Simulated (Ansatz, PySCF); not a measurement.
C4H9NSi, SMILES N[SiH2]C1=CCC1.

Coordinates come from a TPSSh-D3(BJ)/def2-SVP optimisation. This is a generated structure with no PubChem entry under its InChIKey; it may be hypothetical. One conformer was computed; it need not be the lowest.

Vertical ionisation energy (IE) and electron affinity (EA) in eV. Rows of orbital energies are one-electron estimates. Where ΔSCF, EOM or ADC give a negative EA the extra electron is unbound and the value depends on the basis.

```tsv
level	IE	EA
−ε(HOMO), −ε(LUMO), CAM-B3LYP/def2-TZVP (PySCF)	8.38	-0.90
−ε(HOMO), −ε(LUMO), PBE/def2-TZVP (PySCF)	5.86	1.17
ΔSCF, PBE0/def2-SVPD (Ansatz), final states of multiplicity 2 and 2	8.94	-1.29
ΔSCF, PBE/def2-SVPD (Ansatz), final states of multiplicity 2 and 2	[?]	[?]
```

**Question.** What belongs in the gaps? (An estimate is asked for; the answer gives what the named calculation found.)

**Answer.** 
- ΔSCF, PBE/def2-SVPD (Ansatz, an electronic-structure program), final states of multiplicity 2 and 2, IE: 8.59
- ΔSCF, PBE/def2-SVPD (Ansatz), final states of multiplicity 2 and 2, EA: -1.09

**Question.** What vertical singlet–triplet gap does ΔSCF give with PBE0/def2-SVPD (Ansatz) and with PBE/def2-SVPD (Ansatz)? (An estimate is asked for; the answer gives what the named calculation found.)

**Answer.** 3.85 and 3.99 eV (triplet above singlet where positive).
